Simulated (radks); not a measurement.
Species: Tl+. Configuration: [Xe] 4f14 5d9 6s2 6d1 (not the ground configuration). Method: Dirac Kohn-Sham, PBEsol, spin-unpolarised, spherical densities, point nucleus; open shells fill j = l - 1/2 first; computed with a radial shooting solver on a logarithmic mesh with Libxc functionals.

Normalised radial functions P(r) = r R(r) (large component), r in bohr:

r	5d3/2
0.001934	0.0001
0.002288	0.0002
0.002684	0.0002
0.00315	0.0003
0.003727	0.0005
0.004373	0.0008
0.005173	0.0011
0.006071	0.0017
0.007124	0.0025
0.008427	0.0038
0.00989	0.0055
0.01161	0.0082
0.01373	0.0122
0.01611	0.0179
0.01891	0.0259
0.02236	0.0378
0.02625	0.0535
0.0308	0.0746
0.03643	0.1036
0.04275	0.1385
0.05017	0.1800
0.05935	0.2285
0.06965	0.2747
0.08174	0.3131
0.09669	0.3331
0.1135	0.3196
0.1342	0.2579
0.1575	0.1474
0.1848	-0.0084
0.2187	-0.1976
0.2566	-0.3643
0.3011	-0.4721
0.3562	-0.4775
0.418	-0.3590
0.4905	-0.1296
0.5803	0.1876
0.6809	0.5013
0.7991	0.7644
0.9453	0.9357
1.109	0.9790
1.302	0.9161
1.54	0.7703
1.807	0.5956
2.121	0.4208
2.509	0.2633
2.944	0.1509
3.482	0.0737
4.087	0.0324
4.796	0.0122
5.673	0.0036
6.657	0.0009
7.813	0.0002
9.242	0.0000
10.85	0.0000
12.73	0.0000
15.06	0.0000
17.67	0.0000

5d3/2: eigenvalue -31.941 eV, 2 radial nodes at r = 0.183, 0.527 bohr, <r> = 1.31 bohr, 90 % of the charge inside 1.98 bohr.
